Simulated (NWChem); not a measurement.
Species: CH$_{3}$NOSn; SMILES O=C=[N][SnH3]

Program: NWChem. Coordinates come from a PBE-D3(BJ)/def2-SVP optimisation. def2 effective core potentials on Sn; no spin-orbit coupling.

Q: What does the run give for PBE0/def2-SVP (core potentials)? Quantities: highest occupied level (eV); orbital gap (eV); dipole (D).

A: The highest occupied level (eV) comes out as -8.01 and the orbital gap (eV) is 7.48. The dipole (D) comes out as 3.87.
